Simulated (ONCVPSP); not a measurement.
**Before and after: ONCV potential for Sc (Z = 21)**

```
Element                 : Sc (Z = 21)
Generator               : ONCVPSP 4.0.1
Type                    : optimised norm-conserving Vanderbilt (ONCV)
Functional              : LDA (Perdew-Wang 92)
Relativity              : scalar-relativistic
Frozen core             : [Ar]
Valence charge          : 3
Reference configuration : 3d1 4s2
Partial waves           : 4s: rc 2.70 bohr, ncon 4, nbas 7, qcut 2.5 1/bohr, 2 projectors, debl 3.1 Ha; p scattering state at 0.15 Ha: rc 2.25 bohr, ncon 4, nbas 7, qcut 3.2 1/bohr, 2 projectors, debl 2.5 Ha; 3d: rc 2.35 bohr, ncon 4, nbas 8, qcut 7.6 1/bohr, 2 projectors, debl 2.9 Ha
Local potential         : polynomial inside 1.75 bohr (lpopt 5, dvloc0 0 Ha)
Core correction         : Teter function, fcfact 1.75, rcfact 1.45
```

All-electron outer shells of the reference configuration (LDA (PZ), scalar-relativistic, ld1.x):

```json
{"shell": "3p", "level (eV)": "-33.56", "outermost node (bohr)": "0.39", "outermost maximum (bohr)": "0.97"}
{"shell": "4s", "level (eV)": "-4.30", "outermost node (bohr)": "1.33", "outermost maximum (bohr)": "3.06"}
{"shell": "3d", "level (eV)": "-3.42", "outermost node (bohr)": "–", "outermost maximum (bohr)": "1.10"}
```

Change: s: qcut 3.6.

Cutoffs: the cutoffs (Ha) at which the residual kinetic energy of the hardest occupied pseudo-wave falls to 1 and 0.1 mHa per electron; they do not see the model core or the augmentation charge, which bear on the density cutoff. Errors are all-electron minus pseudo energies relative to the spin-unpolarised reference configuration.

Question: Predict the effect on cutoff, ghosts and configuration errors.

Answer: The potential gets neither clearly harder nor softer (19 Ha and 22 Ha → 19 Ha and 22 Ha); the bound ghosts move from p to p, s; the lowest positive-energy flag moves from s at 46.8 eV to none; the number of tests with a reliable result goes from 4 to 2; the range in which the s phases agree widens (upper end 1.3 → at the end of the scan).

```tsv
quantity	base	changed
cutoff, loose	19 Ha	19 Ha
cutoff, tight	22 Ha	22 Ha
bound ghosts	p	s, p
GHOST(+) flags under 300 eV	s at 46.8 eV	none
tests with a reliable result	4 of 4	2 of 4
error for 3d1 4s1, meV [ΔE 7.06 eV]	+1.0	-1.2
error for 3d1 4s1.5, meV [ΔE 2.82 eV]	+0.1	-0.5
s: phases at 2.74 bohr within 0.05 rad from the reference energy up to (Ha; the scan ends near 5)	1.3	to the end of the scan
p: phases at 2.29 bohr within 0.05 rad from the reference energy up to (Ha; the scan ends near 5)	4.4	4.4
d: phases at 2.39 bohr within 0.05 rad from the reference energy up to (Ha; the scan ends near 5)	1.0	1.0
rms error of d²Exc/dni dnj with the model core, mHa	25.62	25.63
```

 A true bound ghost makes a file unfit for plane-wave use even where its test errors are small: the radial tests pick states by their node count and pass the ghost by.
